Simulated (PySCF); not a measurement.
Question: What does the PBE0-D3(BJ)/def2-SVP structure of `CCCc1ccncc1` (4-propylpyridine) look like in three dimensions?

Answer: 
```xyz
20
C8H11N angstrom
C     -3.1765   -0.2666   -0.1072
C     -1.7014   -0.3742   -0.4553
C     -0.7934    0.3021    0.5745
C      0.6610    0.1888    0.2205
C      1.2954    1.1385   -0.5858
C      2.6349    0.9607   -0.9268
N      3.3665   -0.0766   -0.5281
C      2.7670   -0.9831    0.2394
C      1.4338   -0.8993    0.6367
H     -3.4972    0.7855   -0.0426
H     -3.3940   -0.7368    0.8653
H     -3.8053   -0.7602   -0.8633
H     -1.5118    0.0728   -1.4461
H     -1.4095   -1.4343   -0.5464
H     -0.9685   -0.1494    1.5652
H     -1.0708    1.3661    0.6600
H      0.7505    2.0165   -0.9434
H      3.1419    1.7021   -1.5559
H      3.3819   -1.8310    0.5641
H      1.0013   -1.6767    1.2724
```

Orientation and origin are arbitrary. Atoms count from 1 in this order. The C–C distances run from 1.394 Å (C5–C6, aromatic) to 1.530 Å (C2–C3, drawn single), a spread of 0.136 Å. Of the pairs four or more bonds apart, H15···H20 is among the closest relative to their van der Waals radii: 2.51 Å, 105 % of the sum of Bondi's values. The 6-membered ring C4–C5–C6–N7–C8–C9 has internal angles of 116.7° to 123.7° (sum 720°, against 720° for a flat polygon); it is planar, 0.00 Å rms from its mean plane, widest ring torsion 0°.

Bonds between heavy atoms (Å): C1–C2 1.519, C2–C3 1.530, C3–C4 1.501, C4–C5 1.398, C5–C6 1.394, C6–N7 1.330, N7–C8 1.330, C8–C9 1.394, C4–C9 1.398.

The calculation used PySCF 2.14.0, PBE0-D3(BJ)/def2-SVP geometry optimisation, gas phase.

Point group: Cs (tolerance 0.08 Å). PBE0-D3(BJ)/def2-SVP frequencies: not computed here. One conformer, not necessarily the lowest (C1–C2–C3–C4 180°, C2–C3–C4–C5 89°).
